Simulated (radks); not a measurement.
The numbers below are computed, except where a source is named.
The scandium ion Sc+, configuration [Ar] 3d1 4s1. Code: a radial shooting solver on a logarithmic mesh with Libxc functionals. Model: scalar-relativistic Kohn-Sham, PBE, spin-polarised, spherical densities, finite nucleus; open shells are filled with parallel spins first; Fermi nuclear charge, rms radius 3.5459 fm.

Normalised radial functions P(r) = r R(r), r in bohr:

```
   r/bohr * 2p down, o 3d up (the largest magnitude, 1.74, reaches the edge; | marks zero, & curves that meet)
 0.004131 &
 0.004771 &
 0.005466 &
 0.006262 &
 0.007175 &
  0.00822 o*
 0.009417 o*
  0.01079 o*
  0.01236 o*
  0.01416 o *
  0.01636 o *
  0.01874 o  *
  0.02147 o  *
  0.02459 o   *
  0.02818 o    *
  0.03228 o      *
  0.03699 o        *
  0.04237 o          *
  0.04855 o            *
  0.05607 o               *
  0.06423 o                   *
  0.07359 o                       *
  0.08431 |o                          *
   0.0966 |o                              *
   0.1107 |o                                   *
   0.1268 |o                                        *
   0.1453 | o                                            *
   0.1664 | o                                               *
   0.1922 |  o                                                  *
   0.2202 |   o                                                  *
   0.2523 |     o                                                *
    0.289 |      o                                             *
   0.3311 |        o                                       *
   0.3794 |          o                               *
   0.4346 |            o                       *
    0.498 |              o              *
   0.5705 |                o    *
   0.6589 |              *   o
   0.7549 |         *          o
   0.8648 |     *               o
   0.9908 |  *                   o
    1.135 | *                    o
    1.301 |*                     o
     1.49 *                     o
    1.707 *                   o
    1.956 *                 o
    2.259 *               o
    2.588 *            o
    2.965 *          o
    3.397 *        o
    3.891 *     o
    4.458 *   o
    5.108 *  o
    5.852 * o
    6.705 *o
    7.743 &
    8.871 &
    10.16 &
    11.64 &
    13.34 &
```

2p down: eigenvalue -395.10 eV, 0 radial nodes, <r> = 0.308 bohr, 90 % of the charge inside 0.506 bohr. 3d up: eigenvalue -10.436 eV, 0 radial nodes, <r> = 1.71 bohr, 90 % of the charge inside 2.98 bohr.
